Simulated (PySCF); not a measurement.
# Computed properties of Al(Br)2(OMe) (CH₃AlBr₂O), SMILES C[O][Al]([Br])[Br]

CH₃AlBr₂O, SMILES C[O][Al]([Br])[Br]. Geometry optimised at PBE0-D3(BJ)/def2-SVP. The values are those of a single conformer. All values are computed for the isolated molecule unless a solvent is named; none is compared with measurement here.

**Structure.** The optimised structure has Cs symmetry. All 18 harmonic modes at PBE0-D3(BJ)/def2-SVP (PySCF) are real, so it is a minimum. With heavy atoms numbered as in [Al:1]([Br:2])([Br:3])[O:4][CH3:5], the shortest bond between them is O4–C5 at 1.393 Å and the longest Al1–Br3 at 2.241 Å.

**Vibrations.** The strongest infrared lines (harmonic, unscaled, degenerate partners summed) lie at 1270 cm⁻¹ (379 km/mol, O 58 %, C 32 %), 527 cm⁻¹ (195 km/mol, Al 83 %, Br 15 %), 3019 cm⁻¹ (85 km/mol, H 97 %). The softest mode is at 67 cm⁻¹ and the zero-point energy is 28.1 kcal/mol.

**Electronic structure.** B3LYP/def2-TZVP (PySCF) places the frontier levels at -8.23 and -1.35 eV, a gap of 6.88 eV, and gives a dipole moment of 1.57 D and a mean polarisability of 77.7 bohr³. PBE/def2-TZVP (PySCF) at the same geometry gives -7.05 and -1.95 eV, so its gap is 1.78 eV narrower. An orbital gap is neither the optical nor the fundamental gap.

**Excitations.** TDDFT-B3LYP/def2-SVPD (PySCF) has S1 at 5.75 eV (216 nm, f = 0.009, weak); the most intense of the 10 singlets computed lies at 6.69 eV (f = 0.14). T1 (TDA) is at 5.51 eV. TDDFT-PBE/def2-SVPD (PySCF) puts S1 at 5.10 eV. No vertical singlet excitation falls in the visible range (under 3.1 eV).

**NMR.** GIAO shifts at PBE0/pcSseg-1 (PySCF) (non-relativistic, atoms alike by connectivity averaged): ¹³C at 56.6 ppm against TMS; ¹H at 4.2 ppm against TMS. Without spin–orbit terms, shifts of atoms bonded to Cl or Br come out too high.
